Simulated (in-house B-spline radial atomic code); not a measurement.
Results of a calculation; reference values are marked as such.
# Weak and strong correlation along the adiabatic connection

Two-electron singlets in several external potentials (atomic units), by full CI in B-splines with partial waves to l = 8 (correlation energies up to 0.6 % small). The repulsion is scaled by λ at fixed density; W(λ) is the mean repulsion less the Hartree energy, W(0) = E_x, and the area under W from 0 to 1 is E_xc.

One system gave this curve:

```tsv
λ	W (hartree)
0	-2.6382
0.02	-2.6401
0.05	-2.643
0.12	-2.6498
0.25	-2.662
0.4	-2.6758
0.6	-2.6937
0.8	-2.7109
1	-2.7276
1.4	-2.7594
2	-2.8035
3	-2.8685
4.5	-2.9502
7	-3.0553
10	-3.1475
```

(1) Which system is it?
A. −Z/r, Z = 2.23, wall at 4.58 bohr
B. −Z exp(−kr)/r, Z = 5.19, k = 2.03
C. −Z/r, Z = 18
D. −Z/r, Z = 1.7

Results:

(1) B. The exchange energy sets the size: −Z exp(−kr)/r, Z = 5.19, k = 2.03: E_x = -2.64, E_c = -0.046; −Z/r, Z = 18: E_x = -11, E_c = -0.0459; −Z/r, Z = 2.23, wall at 4.58 bohr: E_x = -1.17, E_c = -0.0424; −Z/r, Z = 1.7: E_x = -0.836, E_c = -0.0414 hartree.
